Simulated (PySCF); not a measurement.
Predicted microwave data (CAM-B3LYP/def2-SVPD in PySCF (dipole) on a GFN2-xTB geometry, gas phase) for one isomer of C7H8O2:

```
Rotational constants : A = 3419, B = 727.1, C = 604.1 MHz
Dipole components    : |μa| = 1.80 D, |μb| = 1.91 D, |μc| = 0.08 D
Inertial defect      : -6.36 u·Å²
κ                    : -0.91
```

Question: Which structure is it? (One computed conformer of each.)
A. `[CH2:1]=[CH:2]/[CH:3]=[CH:4]\[C:5](=[CH2:6])[C:7](=[O:8])[OH:9]` with C1–C2–C3–C4 -171°, C3–C4–C5–C6 39°, C4–C5–C7–O8 -17°, C5–C7–O9–H 180°
B. `[CH3:1][C:2]#[C:3]/[CH:4]=[CH:5]\[O:6][C:7]([CH3:8])=[O:9]` with C4–C5–O6–C7 180°, C5–O6–C7–C8 -178°
C. `[CH:1]#[C:2][CH2:3][CH2:4]/[CH:5]=[CH:6]\[C:7](=[O:8])[OH:9]` with C2–C3–C4–C5 62°, C3–C4–C5–C6 96°, C5–C6–C7–O8 -6°, C6–C7–O9–H 180°

Answer: B. It is CC#C/C=C\OC(C)=O, a near-prolate asymmetric top. The candidates at the same level (rigid rotor, commonest isotopes):

| SMILES | A (MHz) | B (MHz) | C (MHz) | μa (D) | μb (D) | μc (D) | Δ (u·Å²) | point group | rotor |
| --- | --- | --- | --- | --- | --- | --- | --- | --- | --- |
| C#CCC/C=C\C(=O)O | 4161 | 767.6 | 715.4 | 0.05 | 0.93 | 0.35 | -73.39 | C1 | near-prolate asymmetric top |
| CC#C/C=C\OC(C)=O | 3419 | 727.1 | 604.1 | 1.80 | 1.91 | 0.08 | -6.36 | – | near-prolate asymmetric top |
| C=C/C=C\C(=C)C(=O)O | 3980 | 828.6 | 731.1 | 0.67 | 1.91 | 0.05 | -45.65 | C1 | near-prolate asymmetric top |

`C=C/C=C\C(=C)C(=O)O` has C 21 % too high; `C#CCC/C=C\C(=O)O` has A 22 % too high. No structure here is proved a minimum.
